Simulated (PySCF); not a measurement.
## Computed properties of Ge(F)(Cl)(NH2)2 (ClFGeH₄N₂), SMILES [Cl][Ge]([NH2])([F])[NH2]

Ge(F)(Cl)(NH2)2 (ClFGeH₄N₂), SMILES [NH2][Ge]([F])([Cl])[NH2]. Coordinates come from a TPSSh-D3(BJ)/def2-SVP optimisation. The values are those of a single conformer. All values are computed for the isolated molecule unless a solvent is named; none is compared with measurement here.

**Structure.** All 21 harmonic modes at TPSSh-D3(BJ)/def2-SVP (PySCF) are real, so it is a minimum. With heavy atoms numbered as in [NH2:1][Ge:2]([NH2:3])([F:4])[Cl:5], the shortest bond between them is Ge2–F4 at 1.739 Å and the longest Ge2–Cl5 at 2.170 Å.

**Vibrations.** The strongest infrared lines (harmonic, unscaled, degenerate partners summed) lie at 570 cm⁻¹ (221 km/mol, H 65 %, N 33 %), 343 cm⁻¹ (161 km/mol, H 78 %, N 19 %), 416 cm⁻¹ (78 km/mol, Cl 63 %, Ge 29 %). The softest mode is at 115 cm⁻¹ and the zero-point energy is 34.4 kcal/mol.

**Electronic structure.** PBE0/def2-TZVP (PySCF) places the frontier levels at -8.18 and -0.33 eV, a gap of 7.85 eV, and gives a dipole moment of 3.32 D and a mean polarisability of 53.4 bohr³. PBE/def2-TZVP (PySCF) at the same geometry gives -6.66 and -1.32 eV, so its gap is 2.51 eV narrower. An orbital gap is neither the optical nor the fundamental gap.

**Excitations.** TDA-CAM-B3LYP/def2-SVPD (PySCF) has S1 at 6.64 eV (187 nm, f = 0.055, bright); the most intense of the 10 singlets computed lies at 6.80 eV (f = 0.12). T1 (TDA) is at 6.08 eV, 0.56 eV under S1. TDA-PBE/def2-SVPD (PySCF) puts S1 at 5.46 eV. No vertical singlet excitation falls in the visible range (under 3.1 eV).

**NMR.** GIAO shifts at B3LYP/pcSseg-1 (PySCF) (non-relativistic, atoms alike by connectivity averaged): ¹H at 1.4 ppm against TMS; ¹⁹F at -141.3 ppm against CFCl3. Without spin–orbit terms, shifts of atoms bonded to Cl or Br come out too high.
